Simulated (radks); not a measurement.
All-electron atom: Ag IV in [Kr] 4d7.5 5p0.5 (fractional occupations, a model configuration).

Method: scalar-relativistic Kohn-Sham, r2SCAN, spin-polarised, spherical densities, finite nucleus; open shells are filled with parallel spins first (spin-orbit coupling, left out, can overturn this in heavy ions); meta-GGA in the generalised Kohn-Sham scheme; Fermi nuclear charge, rms radius 4.5454 fm; computed with a radial shooting solver on a logarithmic mesh with Libxc functionals.

Energy parts (hartree):
total: -5313.89985
kinetic: 5520.82723
electron-nucleus: -12776.56102
Hartree: 2090.04938
exchange-correlation: -148.21544

Orbitals (lengths in bohr, moments of r in powers of bohr; <r^-3> diverges for s and p1/2; r(90%) holds 90 % of the orbital's charge):
| orbital | occ. | eigenvalue (hartree) | <r^-3> | r(90%) | <1/r> |
|---|---|---|---|---|---|
| 1s up | 1 | -934.2730 | - | 0.0558 | 49.43 |
| 1s down | 1 | -934.2725 | - | 0.0558 | 49.43 |
| 2s up | 1 | -139.4600 | - | 0.208 | 11.24 |
| 2s down | 1 | -139.4313 | - | 0.208 | 11.25 |
| 2p up | 3 | -125.1492 | 3778 | 0.192 | 10.85 |
| 2p down | 3 | -125.1276 | 3779 | 0.192 | 10.85 |
| 3s up | 1 | -27.08284 | - | 0.541 | 3.958 |
| 3s down | 1 | -27.07565 | - | 0.541 | 3.957 |
| 3p up | 3 | -22.34707 | 678.3 | 0.552 | 3.765 |
| 3p down | 3 | -22.33656 | 677.5 | 0.552 | 3.763 |
| 3d up | 5 | -14.90178 | 92.21 | 0.546 | 3.531 |
| 3d down | 5 | -14.87969 | 92.13 | 0.546 | 3.530 |
| 4s up | 1 | -5.18741 | - | 1.31 | 1.515 |
| 4s down | 1 | -5.08583 | - | 1.31 | 1.519 |
| 4p up | 3 | -3.79593 | 113.0 | 1.45 | 1.372 |
| 4p down | 3 | -3.69085 | 113.7 | 1.45 | 1.375 |
| 4d up | 5 | -1.76921 | 10.41 | 1.88 | 1.081 |
| 4d down | 2.5 | -1.66331 | 10.40 | 1.90 | 1.079 |
| 5p up | 0.5 | -0.91221 | 14.37 | 3.87 | 0.4764 |
| 5p down | 0 | -0.84444 | 13.60 | 3.94 | 0.4668 |

The highest occupied level is 5p up at -24.822 eV. Spin moment in Bohr magnetons: 3. The spin density at the nucleus is -2.294 e/bohr^3 (1s -0.079, 2s -1.672, 3s 1.414, 4s -1.957). The density falls to 0.001 e/bohr^3 at r = 3.48 bohr.
